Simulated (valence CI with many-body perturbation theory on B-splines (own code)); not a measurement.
Values are calculated unless marked as measured or tabulated.
Ge27+: what the settings do

Method: configuration interaction combined with many-body perturbation theory (CI+MBPT): three valence electrons over a frozen Dirac-Fock core [He], a basis of 6 s, 6 p, 5 d, 3 f, 1 g functions for each j, with the one-electron correlation potential Σ1 (screened to all orders), the two-electron term Σ2, the three-electron term Σ3, Breit, model QED; selected single and double excitations, second order for the rest (own B-spline code, finite nucleus).

No measured spectrum was set against this ion. As an estimate, large intervals hold to a few tenths of a per cent, small ones and those within an open d or f shell to about a per cent.

The reference run has the lowest level 2s2 2p 2P°_1/2 and an ionisation energy of 2882.57 eV. Its largest variational space holds 4328 state functions.

Names give the largest LS component (configuration and term), which can be under half, so a name can repeat, a term be missing and a line seem to break the LS rules; names also repeat where a configuration has a term twice.

Changed runs:
A. correlating orbitals by l 3 3 3 2 1 → 1 5 3 2 2
B. correlating orbitals by l 3 3 3 2 1 → 4 4 2 2 3; three-electron term on → off
C. correlating orbitals by l 3 3 3 2 1 → 2 6 4 1 2
D. box radius (bohr) 2.0846 → 0.42 (bad on purpose)

Excitation energies of the reference run in cm⁻¹, and shifts in cm⁻¹:

```csv
Level,Reference,A,B,C
2s2 2p 2P°_3/2,294462,-8.8,+7.3,-3.6
2s 2p2 4P_1/2,572744,-35,-52,-26
2s 2p2 4P_3/2,740603,-31,-92,-40
2s 2p2 4P_5/2,845680,-46,-46,-36
2s 2p2 2D_3/2,1101100,-71,+226,+55
2s 2p2 2P_1/2,1196750,-63,+383,+96
2s 2p2 2D_5/2,1209320,-70,+147,+30
2s 2p2 2S_1/2,1511640,-69,+406,+110
2s 2p2 2P_3/2,1523690,-68,+382,+89
2p3 4S°_3/2,1805460,-117,+329,-6.3
2p3 2D°_3/2,2034920,-123,+303,+17
2p3 2D°_5/2,2108690,-131,+281,+21
Ionisation energy (eV),2882.57,+0.011,+0.037,-0.009
```

Run D: It gave no result. The program said: "need at least one array to concatenate".
